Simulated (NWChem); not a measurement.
Total energies of Sb

```xyz
1

Sb     0.0000     0.0000     0.0000
```
Charge 0, spin multiplicity 4.

All runs are NWChem calculations.

Basis set: def2-SVP (26 functions).

| method | total energy (Ha) |
|---|---|
| UHF | -239.27335 |
| UMP2 | -239.33867 |
| UB2PLYP | -239.93539 |
| UPBE | -240.20171 |
| UB3LYP | -240.28815 |
| ULDA (SVWN5) | -239.83032 |

Total energies of different functionals aren't comparable as a measure of quality: only differences taken within one method are. 

Effective core potentials replace the inner electrons of Sb; spin-orbit coupling is left out. The correlated methods keep 4 core orbitals frozen. B3LYP has NWChem's definition, with VWN1-RPA local correlation. The stability of the SCF solutions was not checked. Open-shell Hartree-Fock references start from PBE0 orbitals.
